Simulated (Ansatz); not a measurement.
**A geometry optimisation of ClFH3Si2 with PBE0-D3(BJ)/def2-SVP**

The starting geometry of this gas-phase doublet was optimised with GFN2-xTB; its bonds are those of `F[SiH2][SiH]Cl`.

```xyz
7

Cl   -0.9706    2.4488   -0.6592
F    -1.5105   -1.4907    0.7891
Si    0.1401    1.1446    0.4438
Si   -0.1601   -1.0766    0.0050
H     1.5152    1.6439    0.3072
H    -0.4083   -1.6376   -1.3240
H     0.8759   -1.8550    0.6787
```

**Question.** Predict what it relaxes into with PBE0-D3(BJ)/def2-SVP.

**Answer.** It keeps its bonds, and is `F[SiH2][SiH]Cl`.

The energy falls by 0.17 eV over 8 steps:

```json
{"step": "1", "E − E(last) (eV)": "0.174"}
{"step": "2", "E − E(last) (eV)": "0.023"}
{"step": "3", "E − E(last) (eV)": "0.007"}
{"step": "4", "E − E(last) (eV)": "0.002"}
{"step": "5", "E − E(last) (eV)": "0.001"}
{"step": "6", "E − E(last) (eV)": "0.000"}
{"step": "7", "E − E(last) (eV)": "0.000"}
{"step": "8", "E − E(last) (eV)": "0.000"}
```

Final geometry (Å):

```xyz
7

Cl   -1.0563    2.3354   -0.7182
F    -1.5988   -1.5228    0.8114
Si    0.1720    1.1753    0.4881
Si   -0.2034   -1.0990    0.0879
H     1.5925    1.5813    0.2401
H    -0.3325   -1.4070   -1.3658
H     0.9082   -1.8860    0.6972
```

Frequencies at the end are all real (lowest 45 cm⁻¹). Open shells are spin-unrestricted. Run with Ansatz 0.2.0, 22 s on 1 thread of Intel(R) Xeon(R) 6975P-C (Granite Rapids), with other jobs on the host.
